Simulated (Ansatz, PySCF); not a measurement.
Process, species as SMILES: C[SiH](F)N[SiH3] -> C[Si@@H]([NH])F + [SiH3] (SiH3) (the N-Si bond at the site shown breaks; other sites are not compared here)
Structures are relaxed separately at B3LYP-D3(BJ)/def2-TZVP in Ansatz (an electronic-structure program), one conformer each, not searched for the lowest. Frequencies are from Ansatz or PySCF.

Wanted: bond dissociation energy (enthalpy at 298 K, with B3LYP-D3(BJ) rigid-rotor harmonic-oscillator terms), in eV. Valence correlation only, unless marked. Open shells are spin-unrestricted. No spin-orbit coupling. Non-relativistic. CBS marks a two-point X^-3 extrapolation of the correlation energy; Hartree-Fock from the larger set. [CCSD(T)-MP2]/basis is that difference in the basis named.

```csv
level,program,bond dissociation energy (eV)
PBE/def2-TZVPD,Ansatz,…
BLYP-D4/def2-TZVPD,Ansatz + dftd4,4.42
revPBE-D4/def2-TZVPD,Ansatz + dftd4,…
r2SCAN-D4/def2-TZVPD,Ansatz + dftd4,4.42
PBE0/def2-SVP,Ansatz,4.49
r2SCAN0-D4/def2-TZVPD,Ansatz + dftd4,4.45
CAM-B3LYP-D4/def2-TZVPD,Ansatz + dftd4,…
LC-wPBE-D4/def2-TZVPD,Ansatz + dftd4,…
B2GP-PLYP-D3(BJ)/def2-TZVPD,Ansatz + dftd3,4.76
CCSD/cc-pV(T+d)Z,Ansatz,4.60
"RI-MP2/CBS(cc-pV(T+d)Z,cc-pV(Q+d)Z)+[CCSD(T)-MP2]/cc-pV(T+d)Z",Ansatz,4.84
```

Question: Some entries are withheld; supply them.

Answer: 
- PBE/def2-TZVPD, bond dissociation energy (eV): 4.40
- revPBE-D4/def2-TZVPD, bond dissociation energy (eV): 4.38
- CAM-B3LYP-D4/def2-TZVPD, bond dissociation energy (eV): 4.65
- LC-wPBE-D4/def2-TZVPD, bond dissociation energy (eV): 4.69
